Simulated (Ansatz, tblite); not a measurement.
Spin states of the cluster Hf₃N₃, each relaxed with PBE0-D4/def2-SVP in Ansatz. Electronic energies in the gas phase.

In the def2 sets Hf takes a core potential; there is no spin–orbit coupling. The xTB rows come from tblite. The structure comes from a short search, and lower isomers may exist.

Doublet geometry:

Cartesian coordinates in Å:
```
Hf -0.8330 1.1007 0.3970
Hf 0.4277 -0.4471 -1.6325
Hf 1.5029 -0.2396 1.0746
N -0.4013 -0.7274 1.5134
N -0.3581 1.2830 -1.4947
N -0.3382 -0.9697 0.1421
```

Quartet geometry:

```xyz
6

Hf   -0.1162    1.3776   -0.5580
Hf    1.5181   -0.7416    0.4294
Hf   -1.4031   -0.6881    1.2478
N    -1.4994   -0.2744   -0.7036
N     1.7022    1.1185    0.1349
N    -0.2015   -0.7920   -0.5506
```

⟨S²⟩: doublet 0.83 at PBE0-D4/def2-TZVP (pure 0.75), quartet 3.78 at PBE0-D4/def2-TZVP (pure 3.75).

Run but left out: HF/def2-SVP, HF/def2-TZVP, MP2/def2-SVP, MP2/def2-TZVP, CCSD/def2-SVP, CCSD(T)/def2-SVP (doublet: ⟨S²⟩ 1.71 to 1.93, where a pure state has 0.75).

Only these spin states were relaxed. Higher spins weren't run and may lie lower.

(1) Estimate which spin state lies lowest at each of these levels, and by how much: GFN1-xTB; GFN2-xTB; PBE-D4/def2-TZVP; BLYP-D4/def2-TZVP; r2SCAN-D4/def2-TZVP; PBE0-D4/def2-TZVP; ωB97M-V/def2-TZVP.

Results:

(1) 
```json
{"level": "GFN1-xTB", "quartet − doublet (kcal/mol)": "24.7", "lowest of these": "doublet", "remarks": "–"}
{"level": "GFN2-xTB", "quartet − doublet (kcal/mol)": "8.9", "lowest of these": "doublet", "remarks": "–"}
{"level": "PBE-D4/def2-TZVP", "quartet − doublet (kcal/mol)": "10.3", "lowest of these": "doublet", "remarks": "–"}
{"level": "BLYP-D4/def2-TZVP", "quartet − doublet (kcal/mol)": "10.1", "lowest of these": "doublet", "remarks": "–"}
{"level": "r2SCAN-D4/def2-TZVP", "quartet − doublet (kcal/mol)": "6.5", "lowest of these": "doublet", "remarks": "spin-contaminated (⟨S²⟩ 1.00) (doublet)"}
{"level": "PBE0-D4/def2-TZVP", "quartet − doublet (kcal/mol)": "7.5", "lowest of these": "doublet", "remarks": "spin-contaminated (⟨S²⟩ 0.83) (doublet)"}
{"level": "ωB97M-V/def2-TZVP", "quartet − doublet (kcal/mol)": "7.1", "lowest of these": "doublet", "remarks": "spin-contaminated (⟨S²⟩ 0.86) (doublet)"}
```

Change of the quartet − doublet gap on mixing in exact exchange, in kcal/mol: PBE to PBE0 (25 % exact exchange) -2.7. The xTB methods have no spin-polarisation term.
